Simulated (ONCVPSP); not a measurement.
**Pseudopotentials across the periodic table**

Generated with ld1.x 7.5 (TM, RRKJ, ultrasoft, PAW), atompaw 4.2 or ONCVPSP 4.0.1. The cutoff is in Ry: for ld1.x and atompaw files where the sum of valence levels is converged to 10 mRy in a Bessel basis, for ONCV files where the hardest occupied wave has 1 mHa per electron of residual kinetic energy. The error is the largest all-electron minus pseudo excitation energy over each file’s own four to seven test configurations (ionisations up to +4, promotions, holes and added fractions of an electron), all of which were solved. The labels leave out finer settings (local radius, basis sizes, second energies), which also bear on the numbers. Spin-polarised tests are not counted. The rows are a selection from randomly drawn settings: files with unsolved tests, undetermined cutoffs or missed reference levels are left out.

A true bound ghost makes a file unfit for plane-wave use even where its test errors are small: the radial tests pick states by their node count and pass the ghost by.

| element | potential | cutoff (Ry) | largest error (meV) | bound ghosts |
| --- | --- | --- | --- | --- |
| He | ONCV, LDA (Perdew-Zunger), non-relativistic, rc 0.45/0.45 (sp), local smoothed, core correction no, reference 1s2, qcut 15.2/16.9, projectors 2/2 | 201 | +2.5 | none |
| B | ONCV, PBE, fully relativistic, rc 1.30/1.10 (sp), local smoothed, core correction yes, reference 2s1, qcut 4/8.3, projectors 2/2 | 59 | +116 | none |
| C | ONCV, PBE, non-relativistic, rc 0.95/2.80 (sp), local s, core correction yes, reference 2s2 2p2, qcut 8.5/5.1, projectors 0/2 | 39 | +2000 | none |
| N | ONCV, LDA (Perdew-Wang 92), scalar-relativistic, rc 0.95/1.60 (sp), local smoothed, core correction yes, reference 2s1.75 2p3.25, qcut 7.2/9, projectors 3/3 | 61 | +134 | s |
| Ni | ONCV, PBE, scalar-relativistic, rc 1.00/1.20/1.00 (spd), local d, core correction no, reference 3s2 3p6 3d8, qcut 10.6/10.8/15.6, projectors 2/2/0 | 188 | -82 | none |
| W | ONCV, BLYP, scalar-relativistic, rc 1.80/1.65/2.05 (spd), local smoothed, core correction no, reference 5s2 5p6 5d4 6s2, qcut 6.5/10.2/8.3, projectors 2/1/1 | 58 | -1.7 | none |
| Re | ONCV, PBE, scalar-relativistic, rc 1.70/1.75/2.60 (spd), local smoothed, core correction no, reference 5s2 5p6 5d5 6s2, qcut 6.9/9.3/6.4, projectors 2/2/2 | 49 | -6.5 | none |
| Ir | ONCV, LDA (Perdew-Zunger), scalar-relativistic, rc 1.70/1.35/2.50/0.60 (spdf), local smoothed, core correction no, reference 4f14 5s2 5p6 5d7 6s2, qcut 7.3/12.4/7.3/24.7, projectors 2/1/2/2 | 598 | -18 | s, p, d |

Fill in the row for H: ONCV, PBE, scalar-relativistic, rc 0.75 (s), local smoothed, core correction no, reference 1s0.75, qcut 7, projectors 1.

cutoff 50 Ry, largest error +0.1 meV, bound ghosts: none.

Fill in the row for Tl: ONCV, LDA (Perdew-Zunger), scalar-relativistic, rc 2.00/2.95 (sp), local smoothed, core correction no, reference 6s1.5 6p1.5, qcut 2.9/3.3, projectors 2/3.

cutoff 24 Ry, largest error +136 meV, bound ghosts: none.
